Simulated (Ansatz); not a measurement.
A structure relaxed at PBE0-D4/def2-TZVP, charge 0, multiplicity 1:

Cartesian coordinates in Å:
```
C 1.3356 0.2257 -1.4297
C 0.2617 -0.2963 -0.5457
C -0.2123 0.3359 0.5167
C -1.2891 -0.2116 1.3848
F -0.8688 -0.3496 2.6541
F -2.3498 0.6131 1.4241
F -1.7333 -1.4075 0.9838
H 1.6949 1.2017 -1.1014
H 0.9757 0.3152 -2.4591
H 2.1824 -0.4667 -1.4549
H -0.1563 -1.2669 -0.7996
H 0.1594 1.3071 0.8268
```

**Question.** Give its formula and SMILES.

**Answer.** C4H5F3, `C/C=C/C(F)(F)F`.

**Question.** Point group (tolerance 0.08 Å, 0.16 Å for H)?

**Answer.** Cs.

**Question.** Summarise the bond lengths by kind.

**Answer.** 3 × C–C 1.324 to 1.488 Å; 5 × C–H 1.085 to 1.094 Å; 3 × C–F 1.337 to 1.344 Å.

All numbers were calculated with Ansatz.
